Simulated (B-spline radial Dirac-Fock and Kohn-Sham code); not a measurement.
Energy-loss ionisation edge M1 of Zr

System: atomic zirconium in the configuration [Kr] 4d2 5s2. The computed values come from a radial B-spline solver: the first Born approximation with generalised oscillator strengths from a Dirac-Hartree-Slater potential (longitudinal and transverse terms; continuum final states only, so no white lines or fine structure). The edge is taken at 430.3 eV (tabulated value).

Partial cross sections σ(β, Δ) in barn, integrated over a window Δ above the edge and up to the collection semi-angle β, for parallel illumination:

```
E₀ (kV)  β (mrad)  Δ = 25 eV  Δ = 50 eV  Δ = 100 eV  Δ = 200 eV  Δ = 300 eV
     60        10        210        390         680        1060        1290
     60        20        341        641        1140        1820        2250
     60        50          ?          ?           ?           ?           ?
    100         5        116        215         373         578         696
    100        10        201        376         662        1050        1290
    100        50        384        755        1420        2420        3100
    120        10        196        367         648        1040        1280
    120        50        351        691        1310        2250        2890
    120       100        376        750        1440        2570        3390
    200         5        125        233         409         650         797
    200        10        181        341         608         983        1220
    300         5        128        239         424         680         842
    300        10        173        328         587         958        1200
    300        20        213        411         756        1260        1600
```

Task: Give the row for 60 kV and 50 mrad.

Result: 501 b for 25 eV, 973 b for 50 eV, 1800 b for 100 eV, 3010 b for 200 eV, 3800 b for 300 eV.
